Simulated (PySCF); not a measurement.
F₆S, SMILES FS(F)(F)(F)(F)F.

Coordinates come from a PBE-D3(BJ)/def2-SVP optimisation.

Calculation: PySCF with ωB97X/def2-TZVP.

The molecule is in vacuum.

```
Item                                                                                                            Value
---------------------------------------------------------------------------------------------  ----------------------
total energy                                                                                       -997.33936 hartree
point group                                                                                                        Oh
highest occupied level                                                                                      -15.02 eV
lowest empty level                                                                                           -0.15 eV
orbital gap                                                                                                  14.87 eV
dipole moment                                                                                               0.000 e·Å
quadrupole, principal values (traceless, Buckingham form, about the centre of nuclear charge)    0.00, 0.00, 0.00 D·Å
mean static polarisability                                                                       27.7 bohr³ (4.10 Å³)
polarisability, principal values                                                               27.7, 27.7, 27.7 bohr³
```
